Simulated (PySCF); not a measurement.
A GIAO shielding run with PySCF 2.14.0 with density-fitted response routines (density fitting, non-relativistic, gas phase) on SMILES OC/C=C\O[SiH3], C₃H₈O₂Si:

```
$ OMP_NUM_THREADS=1 python probes_run.py task.json out

{"job": {"kind": "nmr", "xc": "B97-2", "basis": "pcSseg-1", "pop": false}, "charge": 0, "multiplicity": 1}
O     -2.995380     0.247380     0.635205
C     -1.985889     0.198135    -0.345017
C     -1.022954    -0.921198    -0.111391
C      0.304923    -0.789535    -0.028201
O      0.937361     0.397204    -0.187011
Si     2.586012     0.659545    -0.019168
H     -2.557566     0.331676     1.488843
H     -2.508238     0.049422    -1.305144
H     -1.431620     1.151520    -0.426083
H     -1.442190    -1.921661     0.029403
H      0.946182    -1.660156     0.167596
H      3.032490     0.272647     1.353185
H      2.786184     2.112506    -0.250036
H      3.343049    -0.148856    -1.021189
```

Hardware: 1 thread of an Arm Neoverse V1, shared host.

Problem. How large is the calculation?

Solution. 56 electrons, 149 basis functions and 796 auxiliary functions.

Problem. How long does it take, and how much memory does it need?

Solution. 15 s of wall time, with 13 SCF cycles and 4 response iterations; peak memory 0.85 GiB. Times on a shared host scatter by some tens of per cent.

Problem. And these other runs on the same molecule and hardware: GIAO shielding at BHandHLYP/pcSseg-1; GIAO shielding at CAM-B3LYP/pcSseg-1; GIAO shielding at LC-wPBE/pcSseg-1; GIAO shielding at PBE0/6-31G; GIAO shielding at PBE0/STO-3G; GIAO shielding at PBE0/pcSseg-1?

Solution. BHandHLYP/pcSseg-1: 149 functions, 16 s; CAM-B3LYP/pcSseg-1: 149 functions, 21 s; LC-wPBE/pcSseg-1: 149 functions, 26 s; PBE0/6-31G: 74 functions, 8.8 s; PBE0/STO-3G: 42 functions, 4 s; PBE0/pcSseg-1: 149 functions, 14 s.
